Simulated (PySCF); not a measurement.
PySCF input for Cu(OH) (CuHO), SMILES [OH][Cu], multiplicity 1, PBE-D3(BJ)/def2-TZVP. Geometry optimised at PBE-D3(BJ)/def2-TZVP. The multiplicity is an assumed one; other spin states were not compared.

```python
import numpy as np
from pyscf import gto, scf, dft, df
from pyscf.hessian import thermo

mol = gto.M(
    atom='''
    Cu   -0.00517054   -0.43075234    0.00000000
    O     0.11850869    1.35079048    0.00000000
    H    -0.79812374    1.68549397    0.00000000
    ''',
    basis='def2-TZVP',
    charge=0,
    spin=0,
    max_memory=1600,
    verbose=3,
)
mf = dft.RKS(mol, xc='pbe').density_fit(auxbasis='def2-universal-jkfit')
mf.disp = 'd3bj'
mf.grids.level = 3
mf.conv_tol = 1e-11
mf.max_cycle = 100
mf.kernel()

# [left out here: the lines that compute and print the analytic Hessian (its translational invariance restored by hand, since the grid's response is missing), thermochemistry and intensities]
```

Log of the run:

```
converged SCF energy = -1716.04632503277

WARN: DFTD3 does not support analytical Hessian, using finite difference


WARN: Mole.unit (angstrom) is changed to Bohr

Mode                                 0                   1                   2
Irrep
Freq [cm^-1]                      601.3982            805.5424           3666.0846
Reduced mass [au]                  11.1803              1.1007              1.0659
Force const [Dyne/A]                2.3825              0.4208              8.4406
Char temp [K]                     865.2780           1158.9961           5274.6795
Normal mode                   x     y     z       x     y     z       x     y     z
       0  Cu                -0.00 -0.06  0.00   -0.01  0.00  0.00    0.00 -0.00  0.00
       1   O                 0.01  0.22 -0.00    0.05  0.05 -0.00    0.06 -0.02 -0.00
       2   H                 0.00  0.20  0.00   -0.32 -0.90  0.00   -0.90  0.35 -0.00
temperature 298.1500 [K]
pressure 101325.00 [Pa]
Rotational constants [GHz] 618.98467 11.56826 11.35603
Symmetry number 1
Zero-point energy (ZPE) 0.01156 [Eh]   30343.429 [J/mol]
                           tot       elec      trans        rot        vib
Entropy [J/mol/K]       245.363      0.000    163.483     79.160      2.720
Cv [J/mol/K]             31.933      0.000     12.472     12.472      6.989
Cp [J/mol/K]             40.247      0.000     20.786     12.472      6.989
Internal energy [J/mol]                      3718.434   3718.434  30963.068
Internal energy [Eh]   -1716.03170  -1716.04633
Enthalpy [J/mol]                             6197.391   3718.434  30963.068
Enthalpy [Eh]          -1716.03076
Gibbs free energy [J/mol]                  -42545.070 -19883.163  30152.095
Gibbs free energy [Eh] -1716.05862
mode   freq/cm-1   IR/(km/mol)
   1      601.40        25.285
   2      805.54        71.611
   3     3666.08        30.392
max |gradient| / (hartree/bohr): 1.599936038955369e-05
APT charges: [ 0.475  -0.6618  0.1869]
```

Self-consistency was reached.

Cost: roughly 20 core-seconds.
